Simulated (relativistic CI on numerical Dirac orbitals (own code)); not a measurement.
## Hyperfine structure of Sn²⁸⁺, mass number 115

Calculated at this level of theory: Dirac-Coulomb-Breit CI, KLI orbitals optimised for each configuration, a model potential for QED, unscaled Slater integrals (own radial code, finite nucleus).

Configurations in the expansion (outside the closed core [Ne]): 3s²3p⁶3d⁴, 3s²3p⁵3d⁵, 3s3p⁶3d⁵, 3s²3p⁶3d³4s, 3s²3p⁶3d³4p, 3s²3p⁶3d³4d, 3s²3p⁵3d⁴4s, 3s²3p⁶3d³4f, 3s3p⁶3d⁴4s, 3s²3p⁶3d²4s4p, 3s²3p⁶3d³5s, 3p⁶3d⁶, 3p⁵3d⁷, 3p⁵3d⁶4s, 3s²3p⁶3d²4s², 3s²3p⁶3d4s²4p, 3s²3p⁶3d4s²4d, 3p⁶3d⁵4s, 3p⁵3d⁵4s². Double excitations out of closed p, d and f shells are left out; levels of such configurations are missing from the list, as are those of other unlisted configurations, and high levels can miss mixing partners.

Nuclear spin I = 1/2, μ = -0.9174 μN (tables of Stone and Pyykkö). The electronic factors are computed for point nuclear moments, without core polarisation or the Bohr-Weisskopf and QED corrections.

| Level | E (cm⁻¹) | A (MHz) |
| --- | --- | --- |
| 3s²3p⁶3d⁴ ⁵D1 | 43570.9 | -1829 |
| 3s²3p⁶3d⁴ ⁵D2 | 74915.7 | -10810 |
| 3s²3p⁶3d⁴ ⁵D3 | 95341.5 | -16960 |
| 3s²3p⁶3d⁴ ³G3 | 175999.2 | -25510 |
| 3s²3p⁶3d⁴ ³F2 | 180897.5 | -22730 |
| 3s²3p⁶3d⁴ ³H5 | 186276.7 | -24540 |
| 3s²3p⁶3d⁴ ³P1 | 193497.3 | -21630 |
| 3s²3p⁶3d⁴ ³H6 | 199256.5 | -25410 |

Levels with J = 0, under 50 % of one LS term, or S terms without an open s electron are left out. Small factors come from cancelling terms and can be off by tens of per cent or more.

At this charge energies of transitions that change n are usually good to better than 1 %, and those within a shell (Δn = 0) to a few per cent. Terms inside the open d or f shell come out 10 to 20 % too wide with unscaled integrals.

Task: Give the hyperfine levels of 3s²3p⁶3d⁴ ⁵D2 relative to its centre of gravity.

Result: With K = F(F + 1) − I(I + 1) − J(J + 1), E = AK/2: F = 3/2: 16210, F = 5/2: -10810 MHz.

LS names give the leading component of a level, which can be under half, so a name can repeat, a term be missing and a line seem to break the LS rules.
